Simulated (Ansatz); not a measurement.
An input meant for the cluster Zn2Te⁺ (charge 1, doublet).

A further run on the cluster Zn₂Te⁺ (the lowest doublet isomer of a short search).

```yaml
crystal:
  periodic: [false, false, false]
  atoms:
    - {symbol: Zn, position_ang: [1.824536, 0.960346, 0.762085]}
    - {symbol: Zn, position_ang: [-2.122974, -0.569345, 0.028470]}
    - {symbol: Te, position_ang: [0.298438, -0.391001, -0.790554]}
basis:
  gaussian: {orbitals: def2-SVPD, fitting: {mean_field: cc-pVTZ-jkfit}, final_grid: {core_spheres: 8, valence_spheres: 7, degree: 23}}
total_charge: 1
magnetization: {spin_polarized: true, initial_magnetization: 1}
hamiltonian: {xc: {name: B2GP-PLYP}}
scf: {omitted_lower_state_checks: [starts]}
```

```sh
$ ansatz run in.yaml --threads 4 --pin off --events-out ev --progress --plain --max-ram 3916MiB
```

Shortened log:

```
Functional definition: B2GP-PLYP
Error: [file] the basis set cc-pVTZ-JKFIT has no functions for Zn
```

In the def2 sets Te takes a core potential; there is no spin–orbit coupling.
